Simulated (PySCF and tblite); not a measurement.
Values are calculated unless marked as measured or tabulated.
C₅H₇FO₂, numbered as in [CH3:1][CH2:2][O:3][CH2:4][C:5]([F:6])=[C:7]=[O:8].

The ensemble was built from 150 distance-geometry starts (ETKDG, MMFF94s, GFN2-xTB) and rests on GFN2-xTB geometries. Energies: B3LYP-D3(BJ)/def2-SVP (IEF-PCM, benzene), with GFN2-xTB thermal terms (modes under about 100 cm⁻¹ blended into free rotors). Symmetry numbers and mirror images are counted. Conformers within 3 kcal/mol (GFN2-xTB free energy) were kept, 10 at most. GIAO shieldings: KT3/pcSseg-1 (IEF-PCM, benzene). Shifts are against TMS (¹H), TMS (¹³C) at the same level. Codes: tblite and PySCF.

(1) List the conformer-averaged shifts at 298.15 K.

(2) How do the conformers differ?

(3) Which signal moves most, for its nucleus, between 200 and 400 K through the change of populations alone?

Shifts are unscaled: against experiment ¹³C can be off by 15 ppm or more and ¹H by 0.8 ppm.

Results:

(1) ¹H: 5.30 (H4, 2H), 3.82 (H2, 2H), 1.33 (H1, 3H) ppm. ¹³C: 230.8 (C7), 112.9 (C5), 77.6 (C4), 69.5 (C2), 18.0 (C1) ppm.

(2) Torsions listed: C1–C2–O3–C4, C2–O3–C4–C5, O3–C4–C5–F6. Of a mirror pair one member is shown.
| conformer | shape | weight % |
| --- | --- | --- |
| 1 | -176°, -66°, 99° | 59.9 |
| 2 | 180°, 77°, 93° | 14.1 |
| 3 | 180°, -179°, -98° | 13.3 |
| 4 | -66°, -61°, 100° | 8.5 |
| 5 | 72°, 74°, 92° | 1.6 |

Not shown: 2 more, 2.5 % in all.

```tsv
signal	1	2	3	4	5	average
H1	1.34	1.34	1.33	1.33	1.10	1.33
H2	3.89	3.41	3.69	4.16	3.82	3.82
H4	5.35	5.33	5.01	5.41	5.34	5.30
C1	18.6	18.2	18.7	14.3	13.1	18.0
C2	69.6	69.6	71.0	65.7	65.6	69.5
C4	78.2	78.7	77.3	72.8	72.8	77.6
C5	113.5	107.7	116.2	112.8	106.8	112.9
C7	230.3	230.0	234.1	229.8	229.8	230.8
```

(3) H4: 5.33 ppm at 200 K, 5.31 ppm at 250 K, 5.30 ppm at 298.15 K, 5.28 ppm at 350 K, 5.27 ppm at 400 K.


Conformer gaps in def2-SVP on xTB geometries can be 2 kcal/mol too large for S=O, P=O and other polar bonds.